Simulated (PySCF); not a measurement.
# Rubidium: a sound run and one with changed settings

Sound run: Rb⁺ [Kr], Rb²⁺ [Ar] 3d10 4s2 4p5. Computed with PySCF 2.14 in Sapporo-DKH3-DZP-2012, with scalar relativity by spin-free X2C-1e. In the sound run the correlated levels freeze [Ar] 3d10 4s2. The sound run starts from symmetry-adapted Hartree-Fock orbitals and uses a fine grid where one is needed.

Changed run: initial guess 1e, at most 50 SCF cycles.

```tsv
species	method	sound run (hartree)	changed run (hartree)	converged
Rb⁺	UHF	-2978.83217	-2978.83217	yes
Rb⁺	TPSS	-2980.58699	-2980.58699	yes
Rb⁺	MN15	-2982.64727	-2982.64727	no
Rb⁺	MP2	-2978.94120	-2978.94120	yes
Rb⁺	CCSD(T)	-2978.95075	-2978.95075	yes
Rb²⁺	UHF	-2977.86010	-2977.86010	yes
Rb²⁺	TPSS	-2979.57822	-2979.57822	yes
Rb²⁺	MN15	-2981.64222	-2981.64222	yes
Rb²⁺	MP2	-2977.93290	-2977.93290	yes
Rb²⁺	CCSD(T)	-2977.94353	-2977.94353	yes
```

Ionisation energy of Rb⁺:

```json
{"method": "UHF", "sound run (eV)": "26.451", "changed run (eV)": "26.451"}
{"method": "TPSS", "sound run (eV)": "27.450", "changed run (eV)": "27.450"}
{"method": "MP2", "sound run (eV)": "27.437", "changed run (eV)": "27.437"}
{"method": "SCS-MP2", "sound run (eV)": "27.382", "changed run (eV)": "27.382"}
{"method": "CCSD", "sound run (eV)": "27.405", "changed run (eV)": "27.405"}
{"method": "CCSD(T)", "sound run (eV)": "27.408", "changed run (eV)": "27.408"}
```

A plain start with occupations fixed only by D2h representation lets s and d (or p and f) orbitals of one representation trade places, so the SCF can reach the same state, another state or none.

For comparison, NIST gives 27.290 eV between the lowest levels.
